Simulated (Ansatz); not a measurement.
Z-matrix (Å, degrees):
```
O
C 1 1.2612
O 2 1.2791 1 127.58
H 3 0.9780 2 116.00 1 0.05
H 2 1.0875 1 116.74 3 -179.99
C 1 1.4827 2 122.37 5 -179.95
H 6 1.0843 1 103.77 2 179.80
H 6 1.0898 7 111.07 1 -116.37
H 6 1.0898 7 111.06 8 -127.24
```
Charge +2, spin multiplicity 2.

The numbers are results of frozen-core CCSD(T)/cc-pVTZ // TPSSh-D3(BJ)/def2-TZVP (Ansatz, a quantum-chemistry and plane-wave program), not measurements. The geometry is that of the parent before the electron was removed.

| Item | Result |
|---|---|
| HF energy | -227.52126 Ha |
| MP2 correlation energy | -0.71763 Ha |

Q: Estimate the CCSD correlation energy, the (T) correction, the total energy and the T1 diagnostic.

A: 
```yaml
CCSD correlation energy: -0.77093 Ha
"(T) correction": -0.03208 Ha
CCSD(T) total energy: -228.32427 Ha
T1 diagnostic: 0.046
```
